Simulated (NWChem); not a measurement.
Molecule: InH₃S₂; SMILES [SH][InH][SH]

```xyz
6

In     0.0000     0.0000    -0.5061
H      0.0000     0.0000    -2.2364
S     -2.0028     0.0000     0.8592
H     -2.8216     0.0000    -0.2310
S      2.0028     0.0000     0.8592
H      2.8216     0.0000    -0.2310
```
Atoms are numbered in this order, from 1.

Program: NWChem. Geometry: optimised at PBE-D3(BJ)/def2-SVP. def2 effective core potentials on In; no spin-orbit coupling. Vertical excitations in the gas phase; the lowest state need not have the same character in each row.

| level | lowest excitation, singlet (eV) | oscillator strength of that lowest state | lowest state with f > 0.02, singlet (eV) | oscillator strength of that bright state | orbital gap (eV) |
|---|---|---|---|---|---|
| PBE/def2-SVP, TDA | 4.18 | 0.000 | 4.42 | 0.044 | 3.94 |
| B3LYP/def2-SVP, TDA | (withheld) | 0.000 | (withheld) | (withheld) | (withheld) |
| CAM-B3LYP/def2-SVP, TDA | 4.99 | 0.000 | 5.10 | 0.034 | 7.89 |
| BHandHLYP/def2-SVP, TDA | 5.17 | 0.000 | 5.28 | 0.033 | 7.49 |

**Question.** Fill in the missing entries.

**Answer.** 
- B3LYP/def2-SVP, TDA, lowest excitation, singlet (eV): 4.52
- B3LYP/def2-SVP, TDA, lowest state with f > 0.02, singlet (eV): 4.69
- B3LYP/def2-SVP, TDA, oscillator strength of that bright state: 0.038
- B3LYP/def2-SVP, TDA, orbital gap (eV): 5.29
